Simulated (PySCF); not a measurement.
In(H)3(OH2), H5InO, singlet (CAM-B3LYP/def2-SVP optimised geometry):

```
7

In    -0.456    -0.032     0.000
H     -1.285    -1.491     0.428
H      1.285    -0.032     0.000
H     -1.283     1.491     0.000
O     -0.658    -0.358    -2.368
H     -0.240    -1.164    -2.702
H     -0.308     0.368    -2.902
```

Method: CAM-B3LYP/def2-TZVP, def2 effective core potentials past Kr in PySCF.

Question: What are the frontier orbital energies and the dipole moment?

Answer: HOMO-2 -11.83 eV, HOMO-1 -8.92 eV, HOMO -8.81 eV, LUMO -0.21 eV, LUMO+1 1.61 eV; dipole moment 3.92 D.

On the same geometry PBE/def2-TZVP, def2 effective core potentials past Kr (PySCF) gives HOMO-2 -8.70 eV, HOMO-1 -6.36 eV, HOMO -6.26 eV, LUMO -1.72 eV, LUMO+1 -0.01 eV; dipole moment 3.89 D.
